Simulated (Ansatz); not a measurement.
Consider the substitution at a C–Sn bond: `CC1=C[CH]1[SnH3]` + H–F → `CC1=CC1F` + `[SnH4]`.

Calculated with Ansatz (gas phase, PBE0-D4/def2-TZVP geometries, no zero-point term in ΔE). CBS: MP2 limit from def2 TZ/QZ plus the TZ coupled-cluster correction, frozen cores. This one scheme is used for every species. def2 core potentials past Kr. For Sn outer-core shells are correlated without core-valence functions, which leaves a few kJ/mol of doubt a bond.

```csv
species,CCSD(T)/CBS(def2) energy (Eh)
`CC1=C[CH]1[SnH3]`,-370.92998
H–F,-100.39570
`CC1=CC1F`,-254.92218
`[SnH4]`,-216.39156
```

Work out ΔE.

ΔE = (-254.92218) + (-216.39156) − (-370.92998) − (-100.39570) = 0.01194 Eh = +31.3 kJ/mol.

Largest T1 diagnostic among the species: 0.013.

In def2-TZVPP, CCSD(T) changes the Hartree–Fock value by +36.6 kJ/mol (the triples alone add +4.6 kJ/mol) and MP2 by +51.6 kJ/mol. The D4 term adds +11.4 kJ/mol with B3LYP and +6.5 kJ/mol with PBE0; it sums over pairs of atoms, weighted by their polarisabilities, and B3LYP, whose exchange is more repulsive, gets the larger term.

B3LYP here is the variant with VWN-RPA as its local correlation; programs differ in this.
